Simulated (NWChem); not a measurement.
System: C$_{4}$H$_{5}$NS; SMILES c1ccc(N)s1

```xyz
11

N     -0.0450    -2.1937    -0.0975
C     -0.1967    -0.8055    -0.0131
C     -1.3487    -0.0617     0.0240
C     -1.1006     1.3481     0.0036
C      0.2237     1.6675    -0.0420
S      1.2178     0.2304    -0.0934
H     -0.9149    -2.6844     0.0814
H      0.6893    -2.5671     0.4958
H     -2.3386    -0.5041     0.0717
H     -1.8893     2.0925     0.0402
H      0.6900     2.6427    -0.0368
```
Atoms are numbered in this order, from 1.

Computed with NWChem. Pople sets run with spherical d functions. The geometry was optimised at B3LYP/6-31G* (spherical d). B3LYP is NWChem's, with the RPA form of VWN correlation. Level: B3LYP/6-31G* with SMD (1 M gas to 1 M solution), gas-phase geometry.

For solvent toluene:

```yaml
cavity-dispersion-structure term (kcal/mol): -1.4
dipole in solution (D): 2.15
```

Task: Estimate the same quantities for solvent water.

Result: The cavity-dispersion-structure term (kcal/mol) comes out as 2.9 and the dipole in solution (D) is 2.42.
